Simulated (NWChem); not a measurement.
System: BH₂Br; SMILES BBr

NWChem input:

```
start job
memory heap 200 mb stack 900 mb global 1100 mb
geometry units angstroms noautosym nocenter noautoz
  B      0.000000     0.000000    -1.521665
  H      0.000000     1.060977    -2.086633
  H      0.000000    -1.060977    -2.086633
  Br     0.000000     0.000000     0.369213
end
basis spherical
  * library def2-svpd
end
dft
  xc xpbe96 cpbe96
  iterations 150
end
property
  response 1 0.0
end
task dft property
```

Coordinates come from a PBE0/def2-SVP optimisation.

Static field.

Q: What results follow from this input? (PBE/def2-SVPD.) Quantities: isotropic polarisability (bohr³); anisotropy (bohr³).

A: 
```yaml
isotropic polarisability (bohr³): 38.6
anisotropy (bohr³): 17.2
```
